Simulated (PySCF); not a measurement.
Computed vibrations of [La(H2O)3]3+

[La(H2O)3]3+ (singlet). PySCF 2.14.0, RKS PBE0, La lcecp-1-SVP with ECP46, O def2-SVP, H def2-SVP; non-relativistic Hamiltonian with scalar-relativistic core potentials where named; density fitting; no spin-orbit coupling. Central differences of gradients.

```xyz
10

La    0.0000    0.0000    0.0000
O     2.4159    0.0000    0.0000
H     3.0320    0.0000    0.7691
H     3.0320    0.0000   -0.7691
O    -1.2080    2.0922    0.0000
H    -1.5160    2.6258    0.7691
H    -1.5160    2.6258   -0.7691
O    -1.2079   -2.0922    0.0000
H    -1.5160   -2.6258    0.7691
H    -1.5160   -2.6258   -0.7691
```

Run from Python with OMP_NUM_THREADS=2. Where DIIS fails, smearing, a level shift and second-order steps follow.
It took 41 s on 2 threads of Arm Neoverse V1, on a shared host.

**Question.** What are the harmonic wavenumbers and infrared intensities?

**Answer.** Modes are labelled in D3h; negative numbers are unstable modes, those under 60 cm⁻¹ near the noise; a finer grid moves soft modes by up to 10 cm⁻¹.
| cm⁻¹ | km/mol | symmetry |
| --- | --- | --- |
| -186 | – | a1'' |
| -173 | – | e'' |
| -173 | – | e'' |
| -47 | – | a2'' |
| 46 | 3.0 | e' |
| 46 | 3.0 | e' |
| 371 | 0.0 | a1' |
| 380 | 34.5 | e' |
| 380 | 34.5 | e' |
| 606 | 0.0 | e'' |
| 606 | 0.0 | e'' |
| 620 | 265.8 | a2'' |
| 634 | 0.0 | a2' |
| 660 | 577.5 | e' |
| 660 | 577.5 | e' |
| 1678 | 193.8 | e' |
| 1678 | 193.8 | e' |
| 1680 | 0.0 | a1' |
| 3604 | 807.3 | e' |
| 3604 | 807.3 | e' |
| 3620 | 0.0 | a1' |
| 3642 | 0.0 | e'' |
| 3642 | 0.0 | e'' |
| 3644 | 1205.8 | a2'' |

**Question.** Is this a minimum?

**Answer.** No: 4 unstable; the lowest moves the atoms so:
```
La   0.00  0.00  0.00
O    0.00  0.00  0.00
H    0.00  0.41  0.00
H    0.00 -0.41  0.00
O    0.00  0.00  0.00
H   -0.35 -0.20  0.00
H    0.35  0.20  0.00
O    0.00  0.00  0.00
H    0.35 -0.20  0.00
H   -0.35  0.20  0.00
```
